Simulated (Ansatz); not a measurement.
Input file for Ansatz (an electronic-structure program): R-r2SCAN/def2-TZVPP on H4OSi2 (SMILES O[Si][SiH3]), a point of a torsion scan.

Ansatz 0.2 input:
```yaml
crystal:
  periodic: [false, false, false]
  atoms:
    - {symbol: O, position_ang: [2.28101880, -0.24264513, 0.03173524]}
    - {symbol: Si, position_ang: [0.96625246, -1.20506340, 0.01982380]}
    - {symbol: Si, position_ang: [-0.95730265, 0.04519859, -0.02680086]}
    - {symbol: H, position_ang: [2.36014790, 0.71051680, -0.02072468]}
    - {symbol: H, position_ang: [-1.25407113, 1.28172399, -0.77730313]}
    - {symbol: H, position_ang: [-1.35055836, 0.39599470, 1.35252823]}
    - {symbol: H, position_ang: [-1.99236050, -0.89896266, -0.48508877]}
basis:
  gaussian:
    orbitals: def2-TZVPP
hamiltonian:
  xc: {name: r2SCAN}
scf: {lower_state_search: off}
```

The log:

```
WARN ansatz: RAYON_NUM_THREADS=1 ignored (pool sized by the plan → 1); use --threads N
Functional definition: r2SCAN
these checks for a lower state are left out or cut short: stability, starts, cluster_reference, orbital_swaps, neighbouring_geometries, increment
integrals: 0.08 GiB planned
963 factors; their error is unknown
mean field: 0.57 GiB planned
mean field evaluation 1: about -17859.7484 eV, gradient 5.8e1 eV
mean field evaluation 2: about -17820.8867 eV, gradient 1.4e2 eV
mean field evaluation 4: about -17865.4098 eV, gradient 6.4e0 eV
mean field evaluation 8: about -17865.5347 eV, gradient 1.8e-1 eV
mean field evaluation 16: about -17865.5016 eV, gradient 2.0e-4 eV
mean field -17865.50158588 eV, -656.5450736091 hartree, gradient 9.7e-6 eV, S^2 0.000000; 0 other end points of the search recorded, 0 dependent functions left out
reference -17865.50159783 eV, -656.5450740484 hartree; 20, 20 occupied and 151, 151 virtual orbitals, 963 factors
Total energy: -17865.50159783 eV, -656.5450740484 hartree
Checks for a lower state left out: stability, starts, cluster_reference, orbital_swaps, neighbouring_geometries, increment
```

The run converged.

Cost: around 2.9 core-seconds (rough).
